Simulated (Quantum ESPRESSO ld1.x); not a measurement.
Problem. The mean radii <r> (bohr) of the occupied orbitals of an atom or ion are listed with their occupations. Method: Dirac Kohn-Sham, PBE, spin-unpolarised, spherical densities, point nucleus; computed with ld1.x of Quantum ESPRESSO 7.5.

orbital  occ.      <r>
1s1/2       2  0.04408
2s1/2       2   0.1955
2p1/2       2   0.1684
2p3/2       4   0.1721
3s1/2       2   0.5548
3p1/2       2   0.5554
3p3/2       4   0.5641
3d3/2       4   0.5533
3d5/2       3   0.5561

Name the element and its charge. Open shells, if any, fill j = l - 1/2 first.

Solution. Z = 34, selenium, charge +9: Se9+ in [Ar] 3d7. The 1s radius gives Z: for a bare nucleus <r> = (2 gamma + 1)/(2Z) with gamma = sqrt(1 - (Z/c)^2), 0.0432 bohr for Z = 34, and screening makes it slightly larger (0.04408 here). The occupations add up to 25, and the charge is Z minus that.
